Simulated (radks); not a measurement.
Au XIV, configuration [Kr] 4d10 4f14 5s2 5p4. All-electron calculation, Dirac Kohn-Sham, relativistic LDA (MacDonald-Vosko exchange, VWN5 correlation), spin-unpolarised, spherical densities, finite nucleus; open shells fill j = l - 1/2 first; Fermi nuclear charge, rms radius 5.4371 fm. Program: a radial shooting solver on a logarithmic mesh with Libxc functionals.

Radial electron density D(r) = 4 pi r^2 rho(r):

r (bohr)   D(r) (e/bohr)
0.0009576          9.841
0.001257           14.67
0.001663           21.76
0.002183           31.29
0.002865           43.85
0.003761           59.42
0.004936           77.10
0.006531           95.07
0.008573           108.5
0.01125            114.0
0.01477            110.4
0.01939            102.7
0.02565            102.9
0.03367            119.2
0.0442             141.2
0.05801            144.0
0.07614            123.8
0.1007             116.3
0.1322             134.2
0.1736             124.9
0.2278             84.56
0.2991             78.61
0.3925             87.77
0.5194             60.95
0.6817             30.31
0.8948             15.39
1.175              5.955
1.542              1.056
2.04             0.05617
2.677          0.0007714

D(r) has 4 maxima, at r = 0.0114, 0.0523, 0.144, 0.374 bohr, and minima at 0.0224, 0.0930, 0.267 bohr, inside which lie 2.02, 11.04, 30.11 electrons.
